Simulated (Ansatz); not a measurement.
`C#C[S][GaH][F]`, charge 0, multiplicity 1.

Q: Give a relaxed structure at PBE0-D4/def2-TZVP (the Gaussian-basis code of Ansatz). (Best estimate.)

A: Ansatz gave: 
```xyz
7

C    -1.7790   -0.4246   -1.2151
C    -0.6488   -0.0202   -1.1326
S     0.9274    0.5616   -1.1086
Ga    1.3976    0.3179    1.0347
F     0.1257   -0.3490    2.0255
H    -2.7785   -0.7847   -1.2754
H     2.7556    0.6989    1.6715
```
Point group Cs.
